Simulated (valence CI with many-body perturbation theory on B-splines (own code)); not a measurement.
## Questions on Te II

Calculated by valence CI with perturbative core correlation (CI+MBPT): five valence electrons over a frozen Dirac-Fock core [Kr] 4d10, a basis of 9 s, 9 p, 8 d, 6 f, 3 g, 1 h functions for each j, with the one-electron correlation potential Σ1 (screened to all orders), the two-electron term Σ2, the three-electron term Σ3, Breit, model QED; selected single and double excitations, second order for the rest, scaled by the run's own slope (own B-spline code, finite nucleus).

Set against measurement, 10 paired levels are off by 109 cm⁻¹ on average, the worst by 338. These come from a selection out of the NIST Handbook of Basic Atomic Spectroscopic Data. Levels without a partner in it may be off by more. Among the levels kept, up to 2000 cm⁻¹ of a level comes from second order outside the variational space, and about a tenth of that is noise between levels of different J, which matters for small intervals.

Names give the largest LS component (configuration and term), which can be under half, so a name can repeat, a term be missing and a line seem to break the LS rules; names also repeat where a configuration has a term twice.

Rates and lifetimes use the calculated energies. Strong lines usually hold to 10 to 20 %, long lifetimes can be off by a factor of two.

What is the ground level?

5s2 5p3 4S°_3/2, composition 89 % 5s2 5p3 4S° + 6 % 5s2 5p3 2P°, g = 1.949.

What is the ionisation energy?

18.191 eV; NIST lists 18.6 ± 0.4 eV (measured).

Name the longest-lived excited levels whose lifetime is computed, and their main decay.

5s2 5p3 2D°_5/2 at 12410 cm⁻¹ lives 2.82 s, mostly by M1 to 5s2 5p3 4S°_3/2; 5s2 5p2 5d 4F_9/2 at 90376 cm⁻¹ lives 1.64 s, mostly by M1 to 5s2 5p2 5d 4F_7/2; 5s2 5p3 2D°_3/2 at 10227 cm⁻¹ lives 307 ms, mostly by M1 to 5s2 5p3 4S°_3/2.

How well does LS coupling describe the low levels?

Among the lowest 20 levels the leading LS term, summed over configurations, holds 78 % on average. For single configurations the figures are 65 % in LS and 61 % in jj coupling. Terms mix most in the J = 3/2 level at 81847 cm⁻¹, where the leading one holds 36 %.

What are the static dipole polarisabilities of the lowest levels?

5s2 5p3 4S°_3/2 21.6 (tensor -0.11); 5s2 5p3 2D°_3/2 22.3 (tensor -0.57); 5s2 5p3 2D°_5/2 22.6 (tensor -0.12); 5s2 5p3 2P°_1/2 23.3 bohr³, of which the core gives 1.30.

Where does the other parity begin?

At 5s 5p4 4P_5/2, 70858 cm⁻¹.

Among levels below 100510 cm⁻¹, which E1 lines absorb most strongly from the ground level?

to 5s2 5p2 5d 4P_5/2 at 100.6 nm, f = 1.14; to 5s2 5p2 6s 4P_5/2 at 116.7 nm, f = 0.205; to 5s2 5p2 6s 4P_3/2 at 120.8 nm, f = 0.134.
